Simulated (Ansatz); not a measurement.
Frontier orbitals of `N=C(I)[NH][GaH2]`.

Cartesian coordinates in Å:
```
N 1.290 -0.103 1.406
C 0.055 -0.053 1.205
I -1.199 -0.077 2.941
N -0.669 0.019 0.046
Ga -0.020 0.073 -1.692
H 1.827 -0.088 0.538
H -1.667 0.046 0.192
H -1.141 0.153 -2.765
H 1.523 0.030 -1.872
```

Charge 0, multiplicity 1. Correlated methods include outer-core shells of Ga, I, which these sets cover unevenly. Scalar relativity is left out up to krypton. I takes the def2 core potential. Geometry: relaxed with PBE0-D4/def2-TZVP. It is one conformer, not always the lowest. Basis def2-TZVPP, the Gaussian-basis code of Ansatz.

| functional | HOMO (eV) | LUMO (eV) |
| --- | --- | --- |
| PBE | -6.11 | -2.75 |

Problem. Give HOMO and LUMO (eV) with LDA (SPW92), revPBE, BLYP, r2SCAN, B97M-V, PBE0, B3LYP, r2SCANh, r2SCAN0, HSE06 (plane-wave form), BHLYP, CAM-B3LYP, LC-ωPBE, ωB97X-V, ωB97M-V, HF. (An estimate is asked.)

Solution. Ansatz gave: 
```
             functional   HOMO   LUMO
            LDA (SPW92)  -6.26  -3.03
                 revPBE  -6.05  -2.63
                   BLYP  -5.95  -2.68
                 r2SCAN  -6.40  -2.50
                 B97M-V  -6.46  -2.67
                   PBE0  -7.31  -1.96
                  B3LYP  -7.07  -2.22
                r2SCANh  -6.84  -2.22
                r2SCAN0  -7.49  -1.81
HSE06 (plane-wave form)  -6.92  -2.33
                  BHLYP  -8.29  -1.20
              CAM-B3LYP  -8.59  -1.07
                LC-ωPBE  -9.93   0.11
                ωB97X-V  -9.58  -0.03
                ωB97M-V  -9.47  -0.24
                     HF  -9.84   0.85
```

B3LYP here is the variant with VWN-RPA as its local correlation; programs differ in this. LC-ωPBE has ω = 0.4 bohr⁻¹.
